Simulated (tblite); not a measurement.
Give a GFN2-xTB geometry of `C=CC[C@@H]1C[C@@H]([Si@@H](F)[SiH3])O1`.

```
atom  x, y, z in Å
C1    -3.873   -0.540    0.501
C2    -2.711   -1.163    0.560
C3    -1.647   -1.067   -0.485
C4    -0.369   -0.470    0.100
C5    -0.405    1.026    0.421
C6     0.731    1.143   -0.602
Si7    2.500    1.473    0.038
F8     2.336    1.614    1.652
Si9    3.657   -0.457   -0.461
O10    0.656   -0.281   -0.882
H11   -4.140    0.083   -0.337
H12   -4.611   -0.632    1.279
H13   -2.466   -1.784    1.412
H14   -1.408   -2.061   -0.873
H15   -1.982   -0.447   -1.319
H16   -0.003   -1.097    0.923
H17   -1.333    1.520    0.142
H18   -0.145    1.293    1.442
H19    0.463    1.711   -1.498
H20    2.897    2.842   -0.289
H21    3.314   -1.563    0.438
H22    3.430   -0.881   -1.841
H23    5.104   -0.236   -0.309
```

Orientation and origin are arbitrary. Atoms count from 1 in this order. The 5 C–C bonds span 1.320 Å (C1=C2, drawn double) to 1.533 Å (C5–C6, drawn single), a spread of 0.213 Å. Si9 (SiH3 silicon) is tetrahedral (angles from 106.3° to 112.4°). The C–O distances run from 1.432 Å (C4–O10, drawn single) to 1.454 Å (C6–O10, drawn single), a spread of 0.022 Å. Of the pairs four or more bonds apart, F8···H18 is among the closest relative to their van der Waals radii: 2.51 Å, 94 % of the sum of Bondi's values.

Bonds between heavy atoms (Å): C1=C2 1.320, C2–C3 1.494, C3–C4 1.528, C4–C5 1.530, C5–C6 1.533, C6–Si7 1.910, Si7–F8 1.628, Si7–Si9 2.305, C6–O10 1.454, C4–O10 1.432.

Structure optimised with GFN2-xTB, isolated species.

Point group: C1 (no symmetry element, even within 0.4 Å). Its lowest GFN2-xTB frequency is 9 cm⁻¹, too small to tell a flat minimum from a shallow saddle. One conformer, not necessarily the lowest (C1–C2–C3–C4 119°, C2–C3–C4–C5 -72°, C5–C6–Si7–F8 -2°). 3 starts were optimised and ended at 0.00, 0.51 and 2.33 kcal/mol (GFN2-xTB); the lowest of these is shown.

These are computed values.
